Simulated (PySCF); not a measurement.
Si(H)(Me)3 (C₃H₁₀Si), SMILES [SiH](C)(C)C.

Geometry optimised at PBE0-D3(BJ)/def2-SVP. The isomer is the one that the SMILES or the coordinates give; other isomers of the formula were not compared.

Computed with PySCF with PBE0/def2-TZVP.

Gas-phase values at a fixed geometry.

Computed frontier levels, gap, dipole moment and polarisability:
| Item | Result |
|---|---|
| highest occupied level | -8.53 eV |
| lowest empty level | 1.07 eV |
| orbital gap | 9.59 eV |
| dipole moment | 0.122 e·Å |
| quadrupole, principal values (traceless, Buckingham form, about the centre of nuclear charge) | -1.07, 0.53, 0.53 D·Å |
| mean static polarisability | 64.2 bohr³ (9.51 Å³) |
| polarisability, principal values | 58.9, 66.8, 66.8 bohr³ |
